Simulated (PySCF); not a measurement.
**Excitation energy of Sc by level of theory**

Sc [Ar] 3d1 4s2 (2D) → Sc [Ar] 4s2 4p1 (2P), as a difference of total energies. All numbers are calculated (PySCF 2.14, no relativity, point nucleus, in def2-TZVPPD (6s6p4d2f1g, 67 functions)). Correlated levels: valence: [Ar] frozen. The calculations carry no spin-orbit coupling.

```csv
method,excitation energy (eV)
UHF,2.995
MP2 (valence),2.933
SCS-MP2 (valence),2.904
CCSD (valence),2.297
CCSD(T) (valence),2.147
```

Q: How much does correlation contribute at CCSD(T) (valence)?

A: 2.147 − (2.995) = -0.848 eV, measured against UHF.

These non-relativistic numbers lack the scalar-relativistic shift.

Errors of the correlated levels include the incompleteness of this basis and the frozen core.

The coupled-cluster amplitudes are large for the upper state (T1 above 0.03 or a double amplitude above 0.15), so a single reference is strained.

For comparison: 2.319 eV (measured; NIST levels, between the centres of gravity of the two terms).
